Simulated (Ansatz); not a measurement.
```yaml
crystal:
  periodic: [false, false, false]
  atoms:
    - {symbol: C, position_ang: [0.215049, -1.656577, -0.155992]}
    - {symbol: C, position_ang: [0.585665, -0.230877, 0.073473]}
    - {symbol: O, position_ang: [1.685027, 0.223606, 0.105495]}
    - {symbol: O, position_ang: [-0.541719, 0.534178, 0.292069]}
    - {symbol: B, position_ang: [-0.547793, 1.882392, 0.106698]}
    - {symbol: Cl, position_ang: [-1.981993, 2.737738, 0.612628]}
    - {symbol: H, position_ang: [-0.447924, -1.730394, -1.020518]}
    - {symbol: H, position_ang: [-0.341675, -2.028953, 0.706450]}
    - {symbol: H, position_ang: [1.110985, -2.251197, -0.312878]}
    - {symbol: H, position_ang: [0.215049, -1.606577, -0.105992]}
basis:
  gaussian: {orbitals: aug-pcseg-2}
magnetization: {spin_polarized: true, initial_magnetization: 2}
hamiltonian: {xc: {name: LC-wPBE}}
accuracy: high
output: {forces: true}
```

```sh
$ ansatz run in.yaml --threads 4 --pin off --events-out ev --progress --plain --max-ram 10444MiB
```

It prints (some lines left out):

```
Functional definition: LC-wPBE
5321 factors; integrals over basis functions are off by at most 4.0e-9 eV
1247 factors; integrals over basis functions are off by at most 2.4e-9 eV
mean field evaluation 1: about -18538.9436 eV, gradient 8.3e1 eV
mean field evaluation 2: about -18542.5773 eV, gradient 6.8e1 eV
mean field evaluation 4: about -18559.8528 eV, gradient 3.5e0 eV
mean field evaluation 8: about -18559.7472 eV, gradient 5.1e-1 eV
mean field evaluation 16: about -18559.7518 eV, gradient 9.4e-3 eV
mean field evaluation 32: about -18559.7518 eV, gradient 1.5e-5 eV
mean field -18559.75179799 eV, -682.0582983245 hartree, gradient 9.8e-8 eV, S^2 2.012638; 2 other end points of the search recorded, 1 dependent functions left out
reference -18559.75179799 eV, -682.0582983245 hartree; 28, 26 occupied and 343, 345 virtual orbitals, 5321 factors
Total energy: -18559.75179799 eV, -682.0582983245 hartree
Atom 0 at     0.215049    -1.656577    -0.155992 Å, force    -2.484520 -11265.598776 -11263.748656 eV/Å
Atom 1 at     0.585665    -0.230877     0.073473 Å, force    -3.266797    -0.436331    -0.195366 eV/Å
Atom 2 at     1.685027     0.223606     0.105495 Å, force     4.411853     0.636138    -0.125437 eV/Å
Atom 3 at    -0.541719     0.534178     0.292069 Å, force    -0.485085    -0.341317    -0.471124 eV/Å
Atom 4 at    -0.547793     1.882392     0.106698 Å, force    -0.007363    -0.970882     0.451816 eV/Å
Atom 5 at    -1.981993     2.737738     0.612628 Å, force    -0.157038     0.238954    -0.075964 eV/Å
Atom 6 at    -0.447924    -1.730394    -1.020518 Å, force     1.449040    -0.152826     1.894599 eV/Å
Atom 7 at    -0.341675    -2.028953     0.706450 Å, force     1.004268     0.215960    -1.786742 eV/Å
Atom 8 at     1.110985    -2.251197    -0.312878 Å, force    -2.134828     1.676869     0.485814 eV/Å
Atom 9 at     0.215049    -1.606577    -0.105992 Å, force     1.670470 11264.732211 11263.571060 eV/Å
Dipole moment:    -0.334118    -1.716874    -0.269600 e Å
```

In this input one atom was put on top of another. Self-consistency was reached. The result belongs to that input, not to the molecule as meant.
